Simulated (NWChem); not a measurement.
System: BI$_{3}$; SMILES IB(I)I

Input file for NWChem:

```
start job
memory heap 200 mb stack 900 mb global 1100 mb
geometry units angstroms noautoz
  B      0.000000     0.000000    -0.000886
  I      0.546403     2.048308    -0.000866
  I      1.500685    -1.497353    -0.000866
  I     -2.047088    -0.550955    -0.000866
end
basis spherical
  B library def2-svp
  I library def2-svp
end
ecp
  I library def2-ecp
end
dft
  xc becke97-2
  iterations 150
  mulliken
end
task dft energy
```

Parts of the log:

```
             Northwest Computational Chemistry Package (NWChem) 7.3.0
             --------------------------------------------------------

 C3H symmetry detected

                             Geometry "geometry" -> ""
                             -------------------------

 Output coordinates in angstroms (scale by  1.889725989 to convert to a.u.)

  No.       Tag          Charge          X              Y              Z
 ---- ---------------- ---------- -------------- -------------- --------------
    1 B                    5.0000    -0.00000000    -0.00000000     0.00000000
    2 I                   53.0000     0.72008955     1.99388876     0.00000000
    3 I                   53.0000     1.36671355    -1.62056022     0.00000000
    4 I                   53.0000    -2.08680309    -0.37332854     0.00000000

 Effective nuclear repulsion energy (a.u.)    1412.9297614043

      Symmetry information
      --------------------

 Group name             C3h
 Group number             22
 Group order               6
 No. of unique centers     2

                                 NWChem DFT Module
                                 -----------------

 Summary of "ao basis" -> "ao basis" (spherical)
 ------------------------------------------------------------------------------
       Tag                 Description            Shells   Functions and Types
 ---------------- ------------------------------  ------  ---------------------
 B                          def2-svp                 6       14   3s2p1d
 I                          def2-svp                10       26   4s4p2d

      Symmetry analysis of basis
      --------------------------

        a'         22
        e'+        21
        e'-        21
        a"         10
        e"+         9
        e"-         9

  Rotation of axis

            General Information
            -------------------
          SCF calculation type: DFT
          Wavefunction type:  closed shell.
          No. of atoms     :     4
          No. of electrons :    80
           Alpha electrons :    40
            Beta electrons :    40
          Charge           :     0
          Spin multiplicity:     1
          Use of symmetry is: on ; symmetry adaption is: on
          Maximum number of iterations: 150
          AO basis - number of functions:    92
                     number of shells:    36
          Convergence on energy requested:  1.00D-06
          Convergence on density requested:  1.00D-05
          Convergence on gradient requested:  5.00D-04

              XC Information
              --------------
                   Becke 97-2 Method XC Functional
                     Hartree-Fock (Exact) Exchange  0.210
                 Becke 1997-2  Exchange Functional  1.000
                Becke 1997-2 Correlation Potential  1.000

             Grid Information
             ----------------
          Grid used for XC integration:  medium
          Radial quadrature: Mura-Knowles
          Angular quadrature: Lebedev.
          Tag              B.-S. Rad. Rad. Pts. Rad. Cut. Ang. Pts.
          ---              ---------- --------- --------- ---------
          B                   0.85       49           8.0       434
          I                   1.40      123          11.0       590
          Grid pruning is: on
          Number of quadrature shells:   172
          Spatial weights used:  Erf1

      Superposition of Atomic Density Guess
      -------------------------------------

 Sum of atomic energies:       -1065.88535429

      Non-variational initial energy
      ------------------------------

 Total energy =    -915.314395
 1-e energy   =   -2311.616386
 2-e energy   =    1032.473428
 HOMO         =      -0.306671
 LUMO         =       0.000063

      Symmetry analysis of molecular orbitals - initial
      -------------------------------------------------

  Numbering of irreducible representations:

     1 a'          2 e'+         3 e'-         4 a"          5 e"+
     6 e"-

  Orbital symmetries:

     1 a'          2 e'+         3 e'+         4 a'          5 a'
     6 e'+         7 e'+         8 e'+         9 e'+        10 a"
    11 e"+        12 e"+        13 a'         14 a'         15 e'+
    16 e'+        17 e'+        18 e'+        19 a"         20 e"+
    21 e"+        22 a'         23 a'         24 e"+        25 e"+
    26 e'+        27 e'+        28 a"         29 a'         30 e'+
    31 e'+        32 a'         33 e'+        34 e'+        35 a"
    36 e"+        37 e"+        38 e'+        39 e'+        40 a'
    41 a"         42 a'         43 e'+        44 e'+        45 a'
    46 e'+        47 e'+        48 e'+        49 e'+        50 a'

     ---------------------------------------------
      Total Density - Mulliken Population Analysis
     ---------------------------------------------

    Atom       Charge   Shell Charges
 -----------   ------   -------------------------------------------------------
    1 B    5     4.39   1.99  0.86  0.17  0.87  0.45  0.06
    2 I   25    25.20   1.83  0.22  1.23  0.66  2.92  3.13  2.64  2.55  9.82  0.20
    3 I   25    25.20   1.83  0.22  1.23  0.66  2.92  3.13  2.64  2.55  9.82  0.20
    4 I   25    25.20   1.83  0.22  1.23  0.66  2.92  3.13  2.64  2.55  9.82  0.20

   convergence    iter        energy       DeltaE   RMS-Dens  Diis-err
 ---------------- ----- ----------------- --------- --------- ---------
 d= 0,ls=0.0,diis     1   -918.8175257041 -1.28D+03  2.09D-02  5.38D-01
 d= 0,ls=0.0,diis     2   -918.5083732533  3.09D-01  1.37D-02  2.66D+00
 d= 0,ls=0.0,diis     3   -918.9197133139 -4.11D-01  1.55D-03  3.58D-03
 d= 0,ls=0.0,diis     4   -918.9201884021 -4.75D-04  4.50D-04  1.34D-03
 d= 0,ls=0.0,diis     5   -918.9203092297 -1.21D-04  6.78D-05  2.52D-05
  Resetting Diis
 d= 0,ls=0.0,diis     6   -918.9203133578 -4.13D-06  8.96D-06  4.29D-07
 d= 0,ls=0.0,diis     7   -918.9203134339 -7.61D-08  2.09D-06  9.22D-09

         Total DFT energy =     -918.920313433855
      One electron energy =    -2313.644883587351
           Coulomb energy =     1102.636451728832
    Exchange-Corr. energy =      -71.740445113848
 Nuclear repulsion energy =      363.828563538512

 Numeric. integr. density =       80.000015673986

                  Occupations of the irreducible representations
                  ----------------------------------------------

                     irrep           alpha         beta
                     --------     --------     --------
                     a'               10.0         10.0
                     e'+              18.0         18.0
                     e'-               0.0          0.0
                     a"                4.0          4.0
                     e"+               8.0          8.0
                     e"-               0.0          0.0

                       DFT Final Molecular Orbital Analysis
                       ------------------------------------

 Vector   38  Occ=2.000000D+00  E=-2.836456D-01  Symmetry=e"+
              MO Center=  7.0D-01,  7.6D-01, -2.1D-14, r^2= 5.3D+00
   Bfn.  Coefficient  Atom+Function         Bfn.  Coefficient  Atom+Function
  ----- ------------  ---------------      ----- ------------  ---------------
    27      0.507295  2 I  pz                30      0.438513  2 I  pz
    53     -0.342453  3 I  pz                56     -0.296021  3 I  pz
    24     -0.203525  2 I  pz                21     -0.164866  2 I  pz
    79     -0.164842  4 I  pz                82     -0.142491  4 I  pz
    50      0.137391  3 I  pz                47      0.111294  3 I  pz

 Vector   39  Occ=2.000000D+00  E=-2.836456D-01  Symmetry=e"+
              MO Center= -7.0D-01, -7.6D-01, -2.5D-14, r^2= 5.3D+00
   Bfn.  Coefficient  Atom+Function         Bfn.  Coefficient  Atom+Function
  ----- ------------  ---------------      ----- ------------  ---------------
    79      0.490602  4 I  pz                82      0.424083  4 I  pz
    53     -0.388058  3 I  pz                56     -0.335443  3 I  pz
    76     -0.196828  4 I  pz                73     -0.159441  4 I  pz
    50      0.155688  3 I  pz                47      0.126115  3 I  pz
    27     -0.102544  2 I  pz                30     -0.088640  2 I  pz

 Vector   40  Occ=2.000000D+00  E=-2.605995D-01  Symmetry=a'
              MO Center= -3.5D-13, -2.8D-13, -2.1D-23, r^2= 6.7D+00
   Bfn.  Coefficient  Atom+Function         Bfn.  Coefficient  Atom+Function
  ----- ------------  ---------------      ----- ------------  ---------------
    78      0.378401  4 I  py                25      0.361553  2 I  px
    81      0.327916  4 I  py                28      0.313316  2 I  px
    51     -0.293857  3 I  px                54     -0.254651  3 I  px
    52     -0.247827  3 I  py                55     -0.214763  3 I  py
    75     -0.150582  4 I  py                22     -0.143878  2 I  px

 Vector   41  Occ=0.000000D+00  E=-9.059893D-02  Symmetry=a"
              MO Center= -1.9D-14, -6.1D-15,  2.2D-17, r^2= 4.1D+00
   Bfn.  Coefficient  Atom+Function         Bfn.  Coefficient  Atom+Function
  ----- ------------  ---------------      ----- ------------  ---------------
     9     -0.596130  1 B  pz                 6      0.559435  1 B  pz
    30      0.322738  2 I  pz                56      0.322738  3 I  pz
    82      0.322738  4 I  pz                27      0.193897  2 I  pz
    53      0.193897  3 I  pz                79      0.193897  4 I  pz
    24     -0.080860  2 I  pz                50     -0.080860  3 I  pz

 Vector   42  Occ=0.000000D+00  E=-3.167399D-02  Symmetry=a'
              MO Center= -5.9D-14, -1.0D-14, -5.5D-18, r^2= 6.5D+00
   Bfn.  Coefficient  Atom+Function         Bfn.  Coefficient  Atom+Function
  ----- ------------  ---------------      ----- ------------  ---------------
     3      1.381642  1 B  s                  2      0.663641  1 B  s
    80     -0.614909  4 I  px                29      0.587530  2 I  py
    55     -0.477523  3 I  py                18     -0.440156  2 I  s
    44     -0.440156  3 I  s                 70     -0.440156  4 I  s
    54      0.402723  3 I  px                77     -0.226936  4 I  px

 Vector   43  Occ=0.000000D+00  E= 3.185627D-02  Symmetry=e'+
              MO Center=  5.7D-02,  4.5D-01, -2.8D-16, r^2= 6.2D+00
   Bfn.  Coefficient  Atom+Function         Bfn.  Coefficient  Atom+Function
  ----- ------------  ---------------      ----- ------------  ---------------
     8      1.312783  1 B  py                18     -0.990314  2 I  s
    29      0.974409  2 I  py                80      0.655422  4 I  px
     7      0.646458  1 B  px                70      0.590751  4 I  s
    54     -0.543926  3 I  px                 5     -0.511669  1 B  py
    44      0.399562  3 I  s                 28      0.305052  2 I  px

     ---------------------------------------------
      Total Density - Mulliken Population Analysis
     ---------------------------------------------

    Atom       Charge   Shell Charges
 -----------   ------   -------------------------------------------------------
    1 B    5     5.12   1.99  0.93  0.11  1.43  0.59  0.07
    2 I   25    24.96   1.83  0.22  1.35  0.54  2.93  3.12  2.66  2.26  9.80  0.23
    3 I   25    24.96   1.83  0.22  1.35  0.54  2.93  3.12  2.66  2.26  9.80  0.23
    4 I   25    24.96   1.83  0.22  1.35  0.54  2.93  3.12  2.66  2.26  9.80  0.23

     -------------------------------------------
      Total Density - Lowdin Population Analysis
     -------------------------------------------

    Atom       Charge   Shell Charges
 -----------   ------   -------------------------------------------------------
    1 B    5     5.63   1.97  0.66  0.35  1.31  1.17  0.18
    2 I   25    24.79   1.25  0.73  1.04  0.74  2.77  3.19  2.53  2.49  9.49  0.56
    3 I   25    24.79   1.25  0.73  1.04  0.74  2.77  3.19  2.53  2.49  9.49  0.56
    4 I   25    24.79   1.25  0.73  1.04  0.74  2.77  3.19  2.53  2.49  9.49  0.56

     Multipole analysis of the density
     ---------------------------------

     L   x y z        total         alpha         beta         nuclear
     -   - - -        -----         -----         ----         -------
     0   0 0 0     -0.000000    -40.000000    -40.000000     80.000000

     1   1 0 0     -0.000000     -0.000000     -0.000000      0.000000
     1   0 1 0     -0.000000     -0.000000     -0.000000     -0.000000
     1   0 0 1      0.000000     -0.000000     -0.000000      0.000000

     2   2 0 0    -61.572292   -331.701078   -331.701078    601.829865
     2   1 1 0      0.000000      0.000000      0.000000     -0.000000
     2   1 0 1     -0.000000      0.000000      0.000000     -0.000000
     2   0 2 0    -61.572292   -331.701078   -331.701078    601.829865
     2   0 1 1     -0.000000      0.000000      0.000000     -0.000000
     2   0 0 2    -63.524709    -31.762355    -31.762355      0.000000
```

Level: B97-2/def2-SVP with def2 effective core potentials on I. Coordinates come from a PBE0/def2-SVP optimisation. def2 effective core potentials on I; no spin-orbit coupling.
